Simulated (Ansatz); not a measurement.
Gas-phase electronic energies from Ansatz, PBE0-D4/def2-TZVP geometries. CBS: MP2 limit from def2 TZ/QZ plus the TZ coupled-cluster correction, frozen cores. This one scheme is used for every species. DFT in def2-TZVPP. HSE06 is defined as in plane-wave codes. Each species was taken in one conformer, which may not be the lowest.

Consider the formal exchange of groups at a B–C bond: `NB(O)C=O` + `O=CF` → `NB(O)F` + `O=CC=O`.

`NB(O)C=O`:

Z-matrix (Å, degrees):
```
N
B 1 1.394
H 1 1.004 2 126.7
H 1 1.007 2 118.4 3 180.0
O 2 1.366 1 127.1 3 -0.0
C 2 1.605 1 116.4 3 180.0
H 5 0.959 2 115.3 1 -0.0
O 6 1.211 2 121.9 1 0.1
H 6 1.115 2 119.0 1 -179.9
```

`O=CF`:

```xyz
4

O    -1.156   -0.392   -0.161
C    -0.042   -0.034   -0.065
F     0.458    0.488    1.058
H     0.741   -0.062   -0.833
```

`NB(O)F`:

Z-matrix (Å, degrees):
```
N
B 1 1.406
H 1 1.004 2 121.1
H 1 1.003 2 124.7 3 180.0
O 2 1.363 1 125.7 3 -180.0
F 2 1.337 1 118.3 3 0.0
H 5 0.957 2 114.6 1 0.0
```

`O=CC=O`:

Cartesian coordinates in Å:
```
O 1.408 -0.906 0.395
C 0.492 -0.513 -0.268
C -0.492 0.513 0.268
O -1.408 0.906 -0.395
H 0.290 -0.855 -1.302
H -0.290 0.855 1.302
```

Is it downhill or uphill in electronic energy at CCSD(T)/CBS, and by how much? (Estimate.)

Computed: Downhill: ΔE = -119.4 kJ/mol.

What do these levels give: B97M-V, HSE06-D4, PBE-QIDH, r2SCAN0, LC-ωPBE, SCS-MP2/def2-TZVPP? (Estimate.)

Computed: B97M-V -115.6, HSE06-D4 -107.7, PBE-QIDH -115.9, r2SCAN0 -115.8, LC-ωPBE -108.1, SCS-MP2/def2-TZVPP -120.3 kJ/mol.

Largest T1 diagnostic among the species: 0.016.

At CCSD(T), def2-SVP lies +4.4 kJ/mol from the extrapolated value and def2-TZVPP +1.8 kJ/mol. Leaving LDA and LC-ωPBE aside and taking each functional with its dispersion term where it has one, the values, not all of them listed here, spread over 24.2 kJ/mol, from BHLYP-D4 to revPBE-D4.
